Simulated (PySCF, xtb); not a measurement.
ClFH5NSi2, SMILES N[Si@@H](Cl)[SiH2]F.

xtb with GFN2-xTB at its own geometry gives an orbital gap of 4.27 eV and a dipole moment of 1.18 D.

The structure is a stationary point at r2SCAN-D4/def2-SVP. The structure was generated by enumeration; whether it is a known compound was not checked. The values are those of a single conformer.

### Question
What does PBE/def2-TZVP run with PySCF give? (An estimate is asked for; the answer gives what the named calculation found.)

### Answer
gap 5.14 eV (levels -6.67 and -1.53 eV), dipole 1.88 D.
